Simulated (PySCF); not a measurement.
Removal energies of Xe²⁶⁺ from EOM-IP-GCCSD

Reference: closed-shell Xe²⁶⁺, [Ar] 3d10; one electron is removed. Calculated with PySCF 2.14, two-component X2C-1e with screened spin-orbit coupling, an even-tempered Gaussian basis (19 s from 1.2 bohr⁻², ratio 2.6; 15 p from 1.6 bohr⁻², ratio 2.6; 10 d from 1.6 bohr⁻², ratio 2.6; 6 f from 1.7 bohr⁻², ratio 2.8); frozen [Ar]; the 100 highest virtual spinors dropped; of the others 70 kept and the rest restored at second order. No Breit or QED terms. Binding energies in eV.

```tsv
level	Koopmans
3d3/2	1512.4
3d5/2	1498.3
```

Q: How does correlation move these levels?

A: 3d3/2: second order 1511.4, EOM-CCSD 1511.6; 3d5/2: second order 1497.5, EOM-CCSD 1497.6.

For comparison, the ionisation energy of Xe²⁶⁺ is 1493 ± 4 eV (theoretical estimate listed by NIST; NIST Atomic Spectra Database, ionization energies).
